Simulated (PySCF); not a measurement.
Structure with atom numbers: `[O:1]=[C:2]1[CH2:3][CH2:4][C:5](=[O:6])[NH:7]1`. Each H is labelled by its parent atom.

GIAO PBE0/pcSseg-1 shifts (PySCF, gas phase, non-relativistic, equivalent atoms averaged), each against references optimised in the same way as the molecule (H2O, TMS, NH3).

On the GFN2-xTB geometry: O1/O6 467.6, C2/C5 178.6, C3/C4 31.3, N7 200.4, H(N7) 6.67, H(C3)/H(C4) 2.60 ppm.

**Question.** What changes on the PBE0-D3(BJ)/def2-SVP geometry?

**Answer.** 
```json
{"atoms": "O1/O6", "δ (ppm)": "467.3", "change": "-0.3"}
{"atoms": "C2/C5", "δ (ppm)": "177.0", "change": "-1.6"}
{"atoms": "C3/C4", "δ (ppm)": "30.5", "change": "-0.8"}
{"atoms": "N7", "δ (ppm)": "199.3", "change": "-1.1"}
{"atoms": "H(N7)", "δ (ppm)": "6.33", "change": "-0.34"}
{"atoms": "H(C3)/H(C4)", "δ (ppm)": "2.43", "change": "-0.17"}
```

Bonds between heavy atoms that differ most (equivalent bonds averaged): C5–N7 1.378 → 1.385 Å, C2–C3 1.516 → 1.520 Å. Mean change of bonds to hydrogen: C–H +0.010 Å, N–H +0.004 Å.
